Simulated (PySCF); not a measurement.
C10H9P.
SMILES with atom numbers: `[CH:1]#[C:2][P:3]1[CH2:4][CH2:5][c:6]2[cH:7][cH:8][cH:9][cH:10][c:11]21`

NICS is the negative of the GIAO shielding at a point without a nucleus: at the ring centre (0) and 1 Å above and below it (1); zz is the component along the ring normal. Level: GIAO PBE0/pcSseg-1 (PySCF, non-relativistic, gas phase) on the GFN2-xTB geometry, one conformer.

Rings: 1. P3–C4–C5–C6–C11; 2. C6–C7–C8–C9–C10–C11.

```
set  NICS(0)  NICS(1), two faces  NICS(1)zz, two faces
  P     -1.2         -3.8 / -1.7            -1.5 / 0.1
  Q     -8.2       -10.8 / -11.4         -26.7 / -28.1
```

Q: Which set (ppm) belongs to which ring?

A: P = 1, Q = 2.
- 1 (5-membered ring with P; formal bonds 1 aromatic, 4 single): mean NICS(1)zz -0.7 ppm, near zero. C4, C5 have four or more neighbours; no verdict on aromaticity is drawn.
- 2 (6-membered carbocycle; formal bonds all aromatic): mean NICS(1)zz -27.4 ppm, shielded, aromatic by this magnetic criterion (flat ring, no four-coordinate atom), though in fused rings the probe also feels the neighbouring ring.

Q: How do the rings differ in shape?

A: 
```json
{"ring": "1", "bond lengths (Å)": "1.871, 1.530, 1.500, 1.395, 1.836", "rms pucker (Å)": "0.14", "HOMA": "–", "nearest outside atom to a NICS(1) probe (Å)": "hydrogen 1.57"}
{"ring": "2", "bond lengths (Å)": "1.382, 1.387, 1.385, 1.386, 1.383, 1.395", "rms pucker (Å)": "0.00", "HOMA": "1.00", "nearest outside atom to a NICS(1) probe (Å)": "hydrogen 2.65"}
```

HOMA = 1 − mean of α(R − Ropt)² over the ring bonds, with Krygowski's 1993 parameters (CC: Ropt 1.388 Å, α 257.7 Å⁻²). A dash marks a ring with a four-coordinate atom, a triple bond, no multiple bond or a kind of bond without parameters.
